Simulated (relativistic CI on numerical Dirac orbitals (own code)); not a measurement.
Line list: Electric-dipole lines, I25+

Computed by Dirac-Coulomb-Breit CI, KLI orbitals optimised for each configuration, model QED, unscaled Slater integrals (own radial code, finite nucleus).

Configuration list (outside the closed core [Ne]): 3s2 3p6 3d10, 3s2 3p6 3d9 4s, 3s2 3p6 3d9 4p, 3s2 3p6 3d9 4d, 3s2 3p6 3d9 4f, 3s2 3p5 3d10 4s, 3s2 3p6 3d8 4s2, 3s2 3p5 3d10 4p, 3s2 3p6 3d8 4s 4p, 3s2 3p6 3d9 5s, 3s2 3p6 3d8 4p2, 3s2 3p6 3d9 5p, 3s2 3p6 3d8 4s 4d, 3s2 3p5 3d10 4d, 3s 3p6 3d10 4s, 3s2 3p6 3d9 5d. Levels of other configurations are missing.

```tsv
λ vac (nm)	Lower	Upper	A (s⁻¹)	log gf	S velocity/length
1.2932	3s2 3p6 3d10 1S_0 [1]	3s2 3p5 3d10 4d 1P°_1 [92]	1.14e+13	-0.07	0.96
1.5080	3s2 3p6 3d10 1S_0 [1]	3s2 3p6 3d9 4f 1P°_1 [57]	5.99e+13	0.79	0.94
4.9243	3s2 3p6 3d9 4s 1D_2 [3]	3s2 3p5 3d10 4s 1P°_1 [51]	7.98e+11	-0.06	0.89
4.9366	3s2 3p6 3d9 4p 3F°_3 [7]	3s2 3p5 3d10 4p 3D_2 [59]	7.83e+11	0.16	0.89
4.9376	3s2 3p6 3d9 4p 3F°_4 [10]	3s2 3p5 3d10 4p 3D_3 [62]	7.55e+11	0.29	0.89
4.9430	3s2 3p6 3d9 4s 3D_3 [2]	3s2 3p5 3d10 4s 3P°_2 [48]	6.11e+11	0.05	0.89
12.346	3s2 3p6 3d9 4p 3P°_2 [6]	3s2 3p6 3d9 4d 3D_2 [20]	1.13e+11	0.11	0.93
12.461	3s2 3p6 3d9 4p 3F°_2 [8]	3s2 3p6 3d9 4d 3G_3 [29]	1.31e+11	0.33	1.06
12.532	3s2 3p6 3d9 4p 3F°_3 [7]	3s2 3p6 3d9 4d 3G_4 [19]	1.42e+11	0.48	1.06
13.794	3s2 3p6 3d9 4d 3G_4 [19]	3s2 3p6 3d9 4f 3H°_5 [40]	1.12e+11	0.55	1.02
14.186	3s2 3p6 3d9 4d 3F_4 [26]	3s2 3p6 3d9 4f 3G°_5 [45]	9.15e+10	0.48	1.00
14.198	3s2 3p6 3d9 4d 3G_4 [32]	3s2 3p6 3d9 4f 1H°_5 [52]	1.08e+11	0.56	1.01
14.246	3s2 3p6 3d9 4d 3G_5 [23]	3s2 3p6 3d9 4f 3H°_6 [39]	1.08e+11	0.63	1.02
14.460	3s2 3p6 3d9 4p 3D°_3 [13]	3s2 3p6 3d9 4d 3F_4 [26]	8.08e+10	0.36	1.03
14.471	3s2 3p6 3d9 4p 3F°_3 [15]	3s2 3p6 3d9 4d 3G_4 [32]	1.11e+11	0.50	1.06
14.477	3s2 3p6 3d9 4p 3F°_4 [10]	3s2 3p6 3d9 4d 3G_5 [23]	1.11e+11	0.58	1.07
17.538	3s2 3p6 3d9 4s 3D_3 [2]	3s2 3p6 3d9 4p 3D°_3 [13]	3.05e+10	-0.01	0.91
18.203	3s2 3p6 3d9 4s 1D_2 [3]	3s2 3p6 3d9 4p 1D°_2 [11]	3.83e+10	-0.02	0.92
18.303	3s2 3p6 3d9 4s 3D_2 [5]	3s2 3p6 3d9 4p 3F°_3 [15]	4.47e+10	0.20	1.07
18.336	3s2 3p6 3d9 4s 3D_3 [2]	3s2 3p6 3d9 4p 3F°_4 [10]	4.46e+10	0.31	1.09
```

Terms are leading LS components. Brackets give the number of a level in order of energy, since labels repeat. The list gives strong lines, with weight on those to low levels, among the lowest 200 of 461 levels, so that lines to higher ones, which can be the strongest, are missing. Levels whose partners in the same complex of configurations lie outside the list can be far off, and so can their lines. Rates are taken at the computed energies, electric ones in the length gauge. A velocity-to-length ratio far from 1 marks an uncertain rate.

At this charge energies of transitions that change n are usually good to better than 1 %, and those within a shell (Δn = 0) to a few per cent.

LS names give the leading component of a level, which can be under half, so a name can repeat, a term be missing and a line seem to break the LS rules.
